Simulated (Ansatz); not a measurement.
Basis-set extrapolation for `OC[SiH]1C[SiH2]1` (PBE0-D4/def2-TZVP geometry, frozen core, the Gaussian-basis code of Ansatz). Multiplicity 1, RHF reference.

```json
{"": "HF", "def2-TZVPP": "-733.129369", "def2-QZVPP": "-733.154199"}
{"": "MP2 correlation", "def2-TZVPP": "-0.836718", "def2-QZVPP": "-0.895707"}
{"": "CCSD(T) correlation", "def2-TZVPP": "-0.928692", "def2-QZVPP": "not run"}
```

Energies in hartree. Use E(X) = E(∞) + A·exp(−7.88·√X) for Hartree–Fock and E(X) = E(∞) + B·X^(−2.97) for correlation, with X = 3 and 4, and add CCSD(T) minus MP2 of the smaller set to the MP2 limit.

What is the CCSD(T) energy at the basis-set limit?

HF limit: -733.154199 + (-0.024830) × 0.13774 = -733.15762. MP2 limit: -0.895707 + (-0.058989) × 0.74074 = -0.93940. Higher-order term: -0.928692 − (-0.836718) = -0.09197. Total: -734.18899 hartree, 343.8 kJ/mol below CCSD(T)/def2-TZVPP.
